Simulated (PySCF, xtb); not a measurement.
C2H6Si, SMILES [SiH2]1CC1.

Harmonic wavenumbers (cm⁻¹) from GFN2-xTB in xtb 6.7.1 at its own minimum, in rising order: 409, 458, 545, 704, 710, 733, 746, 755, 860, 1021, 1054, 1087, 1161, 1437, 1456, 2358, 2362, 3058, 3060, 3063, 3079.

Problem. What does B3LYP-D3(BJ)/def2-TZVP (PySCF) give at its own minimum? (The exact figures need the calculation; the answer reports its results.)

Solution. 410, 502, 633, 639, 688, 747, 790, 908, 912, 976, 1007, 1020, 1200, 1432, 1444, 2259, 2280, 3115, 3117, 3181, 3197. Paired by order, the mean absolute difference is 59 cm⁻¹ and the zero-point energies are 43.1 and 43.5 kcal/mol.
